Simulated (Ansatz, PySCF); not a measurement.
Breaking the Ga1–H2 bond in GaH3O (SMILES [OH][GaH2]) (multiplicity 1 held, fragments rigid). Energies count from the point at 1.556 Å.
Geometry at that point (charge 0, multiplicity 1):
```xyz
5

Ga    -0.225    -0.284     0.026
H      0.060    -1.297     1.172
H     -1.359    -0.309    -1.053
O      0.938     1.087    -0.024
H      0.776     1.723    -0.728
```

U- levels take the lowest unrestricted solution at each point, which mixes spins at long bonds. Active spaces are followed from a long bond inwards. Levels need not reach the same state.

Cores are frozen in the correlated methods. Filled d and f shells under p-block atoms count as core. Rows in 3-21G, LANL2DZ carry no dispersion term and start afresh at each structure; the Pople sets are all-electron and without relativity. LANL2DZ brings its own core potentials from Na on.

Run with Ansatz (an electronic-structure program) with Gaussian orbitals; PySCF for 3-21G rows, LANL2DZ rows. 

Other levels give for the energy at R = 4.980 Å: U-PBE/cc-pVTZ 81.05; U-B3LYP/cc-pVTZ 83.68; U-wB97X-V/cc-pVTZ 86.70; FIC-MRCISD+Q on CASSCF(2,2)/cc-pVTZ 84.48 kcal/mol.

What do these common cheap choices give for the same quantity: R-HF/3-21G, U-HF/LANL2DZ, R-B3LYP/LANL2DZ, U-B3LYP/LANL2DZ?

R-HF/3-21G 166.24; U-HF/LANL2DZ 64.15; R-B3LYP/LANL2DZ 124.51; U-B3LYP/LANL2DZ 84.49 kcal/mol. They span 64.15 to 166.24 kcal/mol.

Doubts at one or more of the structures used: a restricted determinant that unrestricted orbitals would lower (R-HF/3-21G); a spin-contaminated determinant (U-HF/LANL2DZ, U-B3LYP/LANL2DZ, U-PBE/cc-pVTZ, U-B3LYP/cc-pVTZ, U-wB97X-V/cc-pVTZ).
